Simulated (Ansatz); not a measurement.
Geometry optimisation, Ansatz 0.2.0, RKS BLYP/def2-SVP.

input.yaml

```yaml
crystal:
  periodic: [false, false, false]
  atoms:
    - { symbol: W, position_ang: [0.15934, 0.188774, -0.437203] }
    - { symbol: F, position_ang: [0.334993, 0.33326, 2.596789] }
    - { symbol: H, position_ang: [1.530488, -0.597346, 0.221052] }
    - { symbol: H, position_ang: [-0.655225, 1.519803, 0.271365] }
    - { symbol: H, position_ang: [-1.422207, -0.123898, 0.101254] }
    - { symbol: H, position_ang: [-0.097461, -1.408115, 0.078786] }
    - { symbol: O, position_ang: [0.179958, 0.229576, -2.299301] }
    - { symbol: H, position_ang: [0.650558, 0.85304, -2.890054] }
    - { symbol: H, position_ang: [1.220022, 1.256994, 0.398943] }
    - { symbol: H, position_ang: [0.931733, 0.940913, 2.20847] }
basis:
  gaussian: { orbitals: def2-SVP }
hamiltonian:
  xc: blyp
relax:
  f_tol: 0.03
  max_steps: 50
output:
  orbitals: {}
```

Command:

```bash
$ ansatz run input.yaml --threads 2 --pin off --max-ram 3072MiB --backend cpu --events-out ev --progress --plain --runs-dir out
```

Q: Where does it end, and by what steps?

A: The forces met the threshold. The force dipped under the threshold on the way, but the program's further checks kept it going. After 21 steps the energy has fallen by 0.088 eV; H8 moved furthest, 0.50 Å. Joined: W1–F2 (3.04 → 2.61 Å).

```tsv
step	energy less start (eV)	largest force component (eV/Å)	accepted
0	0.0000	0.336	yes
1	-0.0436	0.339	yes
2	-0.0528	0.503	yes
3	-0.0748	0.192	yes
4	-0.0767	0.119	yes
5	-0.0789	0.060	yes
6	-0.0800	0.063	yes
7	-0.0719	0.378	no
8	-0.0816	0.021	yes
9	-0.0723	0.738	no
10	-0.0818	0.049	yes
11	-0.0827	0.034	yes
12	-0.0829	0.097	yes
13	-0.0831	0.137	yes
14	-0.0861	0.055	yes
15	-0.0860	0.149	no
16	-0.0870	0.018	yes
17	-0.0815	0.497	no
18	-0.0865	0.078	no
19	-0.0871	0.058	yes
20	-0.0875	0.043	yes
21	-0.0877	0.010	yes
```

```xyz
10
Properties=species:S:1:pos:R:3
W 0.266 0.210 -0.352
F 0.155 0.227 2.257
H 1.580 -0.597 0.376
H -0.538 1.584 0.273
H -1.368 -0.065 0.071
H -0.088 -1.378 0.152
O 0.490 0.233 -2.200
H 0.152 0.814 -2.909
H 1.343 1.295 0.470
H 0.841 0.870 2.111
```

Whether the end is a true minimum wasn't checked by a vibrational analysis.

Run time: 47 s on 2 threads of Arm Neoverse V1 (shared host), peak memory 0.13 GiB.
